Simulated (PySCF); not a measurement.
A run for PySCF: R-HF/3-21G on C3H9B (SMILES BC(C)C), a point of a torsion scan.

```python
from pyscf import gto, scf, dft, mp
from pyscf.data.elements import chemcore

mol = gto.M(
    atom='''
    B    -0.39253820    1.57307081    0.21555216
    C     0.14357484    0.09585607    0.36205976
    C    -0.89514374   -0.64738255    1.22800884
    C     0.32738833   -0.65633010   -0.95919599
    H    -1.09636870    1.85819870   -0.67304045
    H    -0.14686149    2.36865650    1.03633903
    H     1.09403562    0.05513757    0.90555301
    H    -0.57995831   -1.67734378    1.38660261
    H    -1.86465364   -0.65760551    0.73442681
    H    -1.00845702   -0.16717610    2.19732372
    H    -0.60715028   -0.68761152   -1.51469634
    H     0.65399557   -1.68016138   -0.78003326
    H     1.07471893   -0.16327652   -1.57718681
    ''',
    basis='3-21g',
    charge=0, spin=0, verbose=3, max_memory=1800)
mf = scf.RHF(mol)
mf.conv_tol = 1e-8
mf.max_cycle = 100
mf.kernel()
if not mf.converged:
    mf = mf.newton().run(mf.mo_coeff, mf.mo_occ)
```

Program output:

```
converged SCF energy = -142.71050040011
```

The calculation finished and met its thresholds.

Cost: roughly 0.7 core-seconds.
